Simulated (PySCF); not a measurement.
## C2H9NSi

The system: C2H9NSi, a small molecule; neutral, singlet. The structure, one conformer, was relaxed in the gas phase by PBE0-D3(BJ)/def2-SVP. No frequency run checks that it is a minimum.

SMILES: CN(C)[SiH3]

Coordinates in Å:
```
Si1    -1.165   -0.871    0.788
N2     -0.047    0.039   -0.179
C3      1.070   -0.602   -0.825
C4      0.110    1.459    0.003
H5     -1.447   -2.158    0.081
H6     -0.691   -1.222    2.173
H7     -2.410   -0.059    0.938
H8      1.270   -0.140   -1.810
H9      2.009   -0.538   -0.238
H10     0.860   -1.668   -1.000
H11    -0.799    1.898    0.441
H12     0.961    1.721    0.665
H13     0.285    1.961   -0.967
```

Shieldings: GIAO PBE0/pcSseg-2. Shifts are against computed references at the same level: C TMS (σ 184.1 ppm), H TMS (σ 31.24 ppm), Si TMS (σ 341.3 ppm). Core levels by delta-SCF with SCAN, pcX-2 on the ionised atom and pcseg-1 elsewhere, spin-free X2C (2p3/2 is the spin-free 2p value less a third of a first-order spin-orbit splitting); from the vacuum level, for chosen atoms.

Question: Give the NMR and core-level values of the distinct atoms.

Answer: 
```csv
atoms,bonded to,σ (ppm),δ (ppm),core level (eV)
Si1,1 N + 3 H,384.0,-42.7,2p3/2 106.78
N2,2 C + 1 Si,254.2,-,1s 404.33
C3 C4,1 N + 3 H,142.2,41.9,1s 291.53
H5 H6 H7,1 Si,26.54,4.71,-
H8 H9 H10,1 C,28.71,2.53,-
H11 H12 H13,1 C,28.71,2.54,-
```

Values are those of this one static structure, with the three H of a rotating XH3 group averaged; atoms that internal rotation interchanges would show their mean in an NMR spectrum.

Question: By CAM-B3LYP/def2-SVPD (TDDFT singlets, Tamm-Dancoff triplets, ionisation by delta-SCF), where does absorption start, and what does vertical ionisation take?

Answer: The lowest singlet lies at 5.68 eV (f 0.011), the strongest of the first 6 at 6.51 eV (f 0.047), the lowest triplet at 5.50 eV; vertical ionisation takes 8.43 eV.
